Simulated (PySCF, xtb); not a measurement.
C3H9NSi2, SMILES CC1=C[SiH2]N[SiH2]1.

GFN2-xTB (xtb 6.7.1) at its own geometry gives an orbital gap of 3.81 eV and a dipole moment of 0.41 D.

Geometry: B3LYP-D3(BJ)/def2-SVP. This is a generated structure with no PubChem entry under its InChIKey; it may be hypothetical.

Question: What does PBE0/def2-TZVP run with PySCF give? (Estimate from the structure and the level; the computed values follow.)

Answer: gap 6.79 eV (levels -7.29 and -0.50 eV), dipole 0.38 D.
